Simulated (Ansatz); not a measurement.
Zn₁₂S₁₂ (started as a model of: (ZnS)12 cage of four- and six-membered rings). Charge 0, multiplicity 1. Geometry PBE-D4/def2-SVP.

```xyz
24

S     0.2506    3.8091    0.2776
S    -2.9844    2.3583    0.4241
S    -2.9500   -1.5245    1.9031
S    -0.4445    1.3498    3.5536
S     0.9860   -1.8767    3.1868
S     3.2334    1.2487    1.6232
S     2.9501    1.5242   -1.9032
S    -0.9858    1.8768   -3.1867
S    -3.2335   -1.2484   -1.6232
S     0.4443   -1.3499   -3.5536
S     2.9845   -2.3584   -0.4239
S    -0.2506   -3.8090   -0.2776
Zn   -1.0370    2.4845    1.7021
Zn   -1.2631    2.7043   -1.1118
Zn   -3.1719    0.1208    0.2644
Zn   -1.0629   -0.8006    2.8938
Zn    1.5185    0.3572    2.7770
Zn    2.0305    2.4538    0.0286
Zn    3.1719   -0.1209   -0.2642
Zn    1.0629    0.8004   -2.8940
Zn   -1.5186   -0.3570   -2.7770
Zn   -2.0306   -2.4538   -0.0290
Zn    1.2630   -2.7044    1.1119
Zn    1.0371   -2.4844   -1.7020
```

Single mean-field runs in def2-SVP, def2-TZVP are fitted with def2-universal-jkfit.

Problem. Estimate the orbital energies around the gap (eV) in Ansatz with HF/def2-SVP, PBE-D4/def2-SVP, PBE-D4/def2-TZVP, r2SCAN-D4/def2-SVP, PBE0-D4/def2-SVP.

Solution. 
| orbital | HF/def2-SVP | PBE-D4/def2-SVP | PBE-D4/def2-TZVP | r2SCAN-D4/def2-SVP | PBE0-D4/def2-SVP |
| --- | --- | --- | --- | --- | --- |
| HOMO−13 | -10.81 | -7.01 | -7.07 | -7.38 | -8.23 |
| HOMO−12 | -10.81 | -7.01 | -7.07 | -7.38 | -8.23 |
| HOMO−11 | -10.81 | -7.01 | -7.07 | -7.38 | -8.23 |
| HOMO−10 | -10.65 | -6.87 | -6.92 | -7.23 | -8.08 |
| HOMO−9 | -10.65 | -6.87 | -6.92 | -7.23 | -8.08 |
| HOMO−8 | -10.65 | -6.87 | -6.92 | -7.23 | -8.08 |
| HOMO−7 | -10.64 | -6.80 | -6.85 | -7.18 | -8.03 |
| HOMO−6 | -10.64 | -6.80 | -6.85 | -7.18 | -8.03 |
| HOMO−5 | -10.42 | -6.69 | -6.75 | -7.04 | -7.89 |
| HOMO−4 | -10.42 | -6.69 | -6.75 | -7.04 | -7.89 |
| HOMO−3 | -10.42 | -6.69 | -6.75 | -7.04 | -7.89 |
| HOMO−2 | -10.11 | -6.38 | -6.43 | -6.74 | -7.58 |
| HOMO−1 | -10.11 | -6.38 | -6.43 | -6.74 | -7.58 |
| HOMO | -10.11 | -6.38 | -6.43 | -6.74 | -7.58 |
| LUMO | -0.12 | -2.94 | -3.19 | -2.95 | -2.41 |
| LUMO+1 | 1.86 | -2.40 | -2.91 | -2.23 | -1.62 |
| LUMO+2 | 1.86 | -1.82 | -2.05 | -1.64 | -1.05 |
| LUMO+3 | 1.86 | -1.82 | -2.05 | -1.64 | -1.05 |
| LUMO+4 | 1.89 | -1.82 | -2.05 | -1.64 | -1.05 |
| LUMO+5 | 2.56 | -1.39 | -1.77 | -1.26 | -0.60 |
